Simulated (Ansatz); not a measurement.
Ansatz (an electronic-structure program) input (B3LYP-D3(BJ)/def2-TZVP):

Ansatz 0.2 input:
```yaml
crystal:
  periodic: [false, false, false]
  atoms:
    - {symbol: B, position_ang: [0.36082800, -0.12982058, -0.10066408]}
    - {symbol: Cl, position_ang: [0.60447021, 1.67639539, -0.14547925]}
    - {symbol: Cl, position_ang: [1.66827760, -1.15262031, -0.51378438]}
    - {symbol: N, position_ang: [-0.87648121, -0.42573968, 0.27014929]}
    - {symbol: H, position_ang: [-1.70541896, 0.06550532, 0.53077393]}
basis:
  gaussian:
    orbitals: def2-TZVP
hamiltonian:
  xc: b3lyp
  dispersion: d3bj
magnetization: {spin_polarized: true, initial_magnetization: 1}
relax: {f_tol: 0.002, max_steps: 150}
```

End of the output:

```
integrals: 0.06 GiB planned
894 factors; their error is unknown
mean field: 0.75 GiB planned
mean field -27231.49860348 eV, -1000.7391155053 hartree, gradient 2.1e-5 eV, S^2 0.754722; 0 other end points of the search recorded, 0 dependent functions left out
the calculation of the forces begins
reference -27231.49883700 eV, -1000.7391240869 hartree; 24, 23 occupied and 118, 119 virtual orbitals, 894 factors
relax step  15: F+E_penalty+E_count = -27231.71780227 eV  Δ(F+E_penalty+E_count) = -1.095e-2 eV  max|allowed force component| = 2.271e-1 eV/Å  Δτ_max = 0.0236 Å  (38 SCF iters, accepted)
these checks for a lower state are left out or cut short: starts, cluster_reference, orbital_swaps, neighbouring_geometries, increment
integrals: 0.06 GiB planned
894 factors; their error is unknown
mean field: 0.75 GiB planned
mean field -27231.50001233 eV, -1000.7391672796 hartree, gradient 1.3e-5 eV, S^2 0.754726; 0 other end points of the search recorded, 0 dependent functions left out
the calculation of the forces begins
reference -27231.50024590 eV, -1000.7391758629 hartree; 24, 23 occupied and 118, 119 virtual orbitals, 894 factors
relax step  16: F+E_penalty+E_count = -27231.71895078 eV  Δ(F+E_penalty+E_count) = -1.149e-3 eV  max|allowed force component| = 9.108e-3 eV/Å  Δτ_max = 0.0058 Å  (40 SCF iters, accepted)
these checks for a lower state are left out or cut short: starts, cluster_reference, orbital_swaps, neighbouring_geometries, increment
integrals: 0.06 GiB planned
894 factors; their error is unknown
mean field: 0.75 GiB planned
mean field -27231.49999046 eV, -1000.7391664757 hartree, gradient 2.7e-5 eV, S^2 0.754724; 0 other end points of the search recorded, 0 dependent functions left out
the calculation of the forces begins
reference -27231.50022400 eV, -1000.7391750582 hartree; 24, 23 occupied and 118, 119 virtual orbitals, 894 factors
relax step  17: F+E_penalty+E_count = -27231.71895688 eV  Δ(F+E_penalty+E_count) = -6.103e-6 eV  max|allowed force component| = 7.528e-3 eV/Å  Δτ_max = 0.0016 Å  (30 SCF iters, accepted)
these checks for a lower state are left out or cut short: starts, cluster_reference, orbital_swaps, neighbouring_geometries, increment
integrals: 0.06 GiB planned
894 factors; their error is unknown
mean field: 0.75 GiB planned
mean field evaluation 160: about -27231.5000 eV, gradient 1.0e-4 eV
mean field -27231.49999974 eV, -1000.7391668169 hartree, gradient 1.9e-5 eV, S^2 0.754724; 0 other end points of the search recorded, 0 dependent functions left out
the calculation of the forces begins
reference -27231.50023328 eV, -1000.7391753993 hartree; 24, 23 occupied and 118, 119 virtual orbitals, 894 factors
relax step  18: F+E_penalty+E_count = -27231.71896022 eV  Δ(F+E_penalty+E_count) = -3.338e-6 eV  max|allowed force component| = 7.967e-4 eV/Å  Δτ_max = 0.0006 Å  (29 SCF iters, accepted)
integrals: 0.06 GiB planned
894 factors; their error is unknown
mean field: 0.75 GiB planned
mean field -27231.49999974 eV, -1000.7391668169 hartree, gradient 1.8e-5 eV, S^2 0.754724; 1 other end points of the search recorded, 0 dependent functions left out
the calculation of the forces begins
reference -27231.50023328 eV, -1000.7391753993 hartree; 24, 23 occupied and 118, 119 virtual orbitals, 894 factors
Total energy: -27231.71919375 eV, -1000.7472220483 hartree
Atom 0 at     0.324479     0.081381    -0.144540 Å, force     0.000269    -0.000158     0.000565 eV/Å
Atom 1 at     0.862851     1.759866    -0.155614 Å, force    -0.000078     0.000367    -0.000182 eV/Å
Atom 2 at     1.479194    -1.234165    -0.352499 Å, force     0.000055    -0.000251    -0.000198 eV/Å
Atom 3 at    -1.040564    -0.204116    -0.076238 Å, force     0.000196     0.000214    -0.000797 eV/Å
Atom 4 at    -1.574284    -0.369246     0.769887 Å, force    -0.000443    -0.000172     0.000613 eV/Å
Dipole moment:    -0.190850    -0.058283     0.290454 e Å
```

It need not be the lowest isomer of its formula.
